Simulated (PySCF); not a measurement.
## Excitation energy of P²⁺ by level of theory

P²⁺ [Ne] 3s2 3p1 (2P) → P²⁺ [Ne] 3s1 3p2 (4P), as a difference of total energies. Computed with PySCF 2.14 in def2-QZVPPD (10s6p5d2f1g, 76 functions), with the non-relativistic Hamiltonian (point nucleus). Correlated levels: valence: [Ne] frozen. The calculations carry no spin-orbit coupling.

| method | excitation energy (eV) |
| --- | --- |
| UHF | 5.416 |
| MP2 (valence) | 6.446 |
| SCS-MP2 (valence) | 6.848 |
| CCSD (valence) | 6.780 |
| CCSD(T) (valence) | 6.809 |

Task: How much does correlation contribute at CCSD(T) (valence)?

Result: 6.809 − (5.416) = 1.393 eV, measured against UHF.

A first-order spin-orbit estimate (lowest level to lowest level, LS coupling) adds 0.005 eV.
